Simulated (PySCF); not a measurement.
## Spinor energies of Ge¹⁵⁺ (germanium, charge +15)

Start: [Ne] 3s2 3p5; 3p1/2 filled at m_j = +1/2; 3p3/2 filled at m_j = -3/2, -1/2, +1/2, +3/2. Calculated with PySCF 2.14 in an even-tempered Gaussian basis (19 s from 1.3 bohr⁻², ratio 2.4; 14 p from 1.7 bohr⁻², ratio 2.4; 5 d from 8.9 bohr⁻², ratio 2.6; 4 f from 13 bohr⁻², ratio 2.6): generalised Hartree-Fock with the X2C-1e Hamiltonian and a Gaussian nucleus; one run each with spin-orbit coupling (SO) screened by Boettger's factors, then bare. This is a chosen level, not necessarily the ground level.

| spinor shell | electrons | ε, screened SO (eV) | ε, bare SO (eV) | weight of nominal j (bare SO) | rms radius, bare SO (bohr) |
| --- | --- | --- | --- | --- | --- |
| 1s1/2 | 2 | -11703.7 | -11703.7 | 1.000 | 0.0542 |
| 2s1/2 | 2 | -1976.4 | -1976.4 | 1.000 | 0.225 |
| 2p1/2 | 2 | -1809.6 | -1811.1 | 1.000 | 0.199 |
| 2p3/2 | 4 | -1779.0 | -1778.3 | 1.000 | 0.202 |
| 3s1/2 | 2 | -633.25 | -633.26 | 1.000 | 0.584 |
| 3p1/2 | 1 | -577.60 | -577.91 | 1.000 | 0.579 |
| 3p3/2 | 4 | -568.45 | -568.32 | 1.000 | 0.586 |

```tsv
quantity	screened SO	bare SO
E (hartree)	-1987.03705	-1987.03815
M_J	1/2	1/2
⟨J²⟩	0.753	0.753
⟨L²⟩	2.007	2.007
⟨S²⟩	0.753	0.753
```

Each row is a mean over spinors that exchange with the open shell spreads, by up to 5.735 eV (2p1/2).
